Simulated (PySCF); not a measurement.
Worked example: chemical shift, span and skew from a shielding tensor

C₂H₅FN₂Si, SMILES N[Si@@H]1C=N[C@@H]1F. Atoms are numbered in the order given.

```xyz
11

N      2.0135     0.4985     0.3912
Si     0.4065     0.8805    -0.0611
C     -1.0353     0.5119     1.1250
N     -1.5696    -0.4392     0.4338
C     -0.7148    -0.5307    -0.7717
F     -0.1157    -1.7732    -0.8485
H      2.2820    -0.4104     0.7521
H      2.8081     1.0843     0.1653
H      0.4660     2.2212    -0.7150
H     -1.4873     0.8286     2.0774
H     -1.3251    -0.3954    -1.6824
```

Geometry optimised at B3LYP-D3(BJ)/def2-SVP. The structure was generated by enumeration; whether it is a known compound was not checked. Other conformers were not sampled.

GIAO shieldings from PBE/pcSseg-1 (PySCF), non-relativistic, no solvent. The symmetric part of the tensor of C3 has the principal values -139.6, -37.9, 97.9 ppm. The same nucleus in TMS has σ = 182.0 ppm at this level (PySCF, at its B3LYP-D3(BJ)/def2-TZVP geometry).

Problem. Work out the isotropic shielding, the ¹³C shift against TMS, the span and the skew.

Solution. 
σ(iso) = (σ11 + σ22 + σ33)/3 = -26.5 ppm. δ = σ(ref) − σ(iso) = 182.0 − (-26.5) = 208.5 ppm.
Span Ω = σ33 − σ11 = 237.5 ppm. Skew κ = 3(σ(iso) − σ22)/Ω = 0.14. Tumbling in solution averages the tensor to δ; in a static solid the shielding alone would spread this spin-1/2 line over Ω.
